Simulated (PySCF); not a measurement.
# A fit for the ²⁹Si shielding

GIAO PBE0/pcSseg-1 on GFN2-xTB geometries (PySCF 2.14, gas phase, non-relativistic):

```csv
SMILES,Hirshfeld charge (e) of Si,σ(Si) (ppm)
C=C(OC)[SiH2]/N=C/C=O,0.369,390.7
C=N[SiH2]C(=C)OC,0.361,389.1
C=C(OC)[SiH2]/N=C\CO,0.344,402.1
C=N/C=N\[SiH2]C(=C)OC,0.340,411.6
C=C(OC)[SiH2]/N=C/CC#N,0.365,394.5
C=C(OC)[SiH2]/N=C\C(=O)O,0.351,397.3
```

Q: Fit σ(Si) as a line in the Hirshfeld charge of Si. How well does it hold?

A: σ = 621.0 − 629.5 x, with x in e; correlation -0.89, rms deviation 3.4 ppm, largest 4.7 ppm at `C=N[SiH2]C(=C)OC`. A charge says how many electrons sit at the atom, not how easily they circulate, so such a line holds only within like compounds.

Q: A further member, `C=C/C=N/[SiH2]C(=C)OC`, has x = 0.353. What does the line predict, and what does the calculation give?

A: The line gives 398.8 ppm; the calculation 400.1 ppm, a difference of 1.3 ppm, within the usual scatter of the fit.
